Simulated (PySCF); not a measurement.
Bonds (- single, = double, # triple, : aromatic): C1-N2 1.444 Å, N2-Si3 1.712 Å, Si3-C4 1.860 Å, Si3-F5 1.638 Å. C1 carries H6, H7, H8; N2 carries H9; Si3 carries H10; C4 carries H11, H12, H13. Stereochemistry as in CN[Si@H](C)F.

Geometry: PBE0-D3(BJ)/def2-SVP; GIAO shifts from PySCF 2.14.0 with density-fitted response routines, gas phase, non-relativistic, averaged over equivalent atoms.

At HF/pcSseg-2 (299 basis functions, 23 s wall time on 1 thread of an Arm Neoverse V1, shared host):
```tsv
atoms	δ (ppm)
C1	27.6
C4	-4.5
N2	25.1
Si3	-16.8
F5	-108.3
H10	4.22
H6/H7/H8	2.49
H9	0.96
H11/H12/H13	0.27
```

δ = σ(ref) − σ, references computed at the same level: $^{13}$C (σref 191.47) and $^{29}$Si (σref 382.96) and $^{1}$H (σref 31.68) against TMS; $^{15}$N (σref 260.75) against NH3; $^{19}$F (σref 245.28) vs CFCl3.

**Question.** Predict the values at PBE/pcSseg-2 on the same geometry.

**Answer.** 
```csv
atoms,δ at PBE/pcSseg-2,change
C1,30.7,+3.1
C4,-6.2,-1.7
N2,54.5,+29.4
Si3,-9.4,+7.4
F5,-158.3,-50.0
H10,4.99,+0.77
H6/H7/H8,2.79,+0.30
H9,1.39,+0.43
H11/H12/H13,0.25,-0.02
```

References, each an isolated molecule treated in the same way: $^{13}$C (σref 179.39), $^{29}$Si (σref 323.43), $^{1}$H (σref 31.18) against TMS; $^{15}$N (σref 261.04) vs NH3; $^{19}$F (σref 142.93) against CFCl3.

The largest change is at F5 (fluorine bonded to Si). Cost: 299 basis functions, 54 s wall time on 1 thread of an Arm Neoverse V1, shared host.

Unscaled 19F shifts against computed CFCl3 carry errors that often reach 10 to 50 ppm. Experimental scales use liquid or dissolved standards, which lie at an offset from isolated NH3 (liquid NH3: subtract about 20 ppm).
